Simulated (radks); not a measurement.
Results of a calculation; reference values are marked as such.
Question: A nucleus of charge 53.7 with 51 electrons, 51 electrons, occupied as [Kr] 4d10 5s2 5p3. Level of theory: scalar-relativistic Kohn-Sham, LDA (Slater exchange, Perdew-Wang correlation), spin-unpolarised, spherical densities, finite nucleus; Fermi nuclear charge, rms radius 4.75 fm (a radial shooting solver on a logarithmic mesh with Libxc functionals). Some entries of the table are withheld. Estimate them.

orbital  occ.  eigenvalue (eV)  <1/r> (bohr^-1)
1s          2        -33943.45            57.67
2s          2        -5297.632              (1)
2p          6        -4759.977            12.64
3s          2        -1102.586            4.747
3p          6        -928.6964            4.514
3d         10              (2)            4.276
4s          2        -221.4084            1.936
4p          6        -166.3748            1.776
4d         10         -86.0392              (3)
5s          2              (4)           0.7373
5p          3         -33.3012              (5)

Answer: 
(1) 2s <1/r> (bohr^-1): 13.23
(2) 3d eigenvalue (eV): -669.2180
(3) 4d <1/r> (bohr^-1): 1.497
(4) 5s eigenvalue (eV): -46.1307
(5) 5p <1/r> (bohr^-1): 0.6293
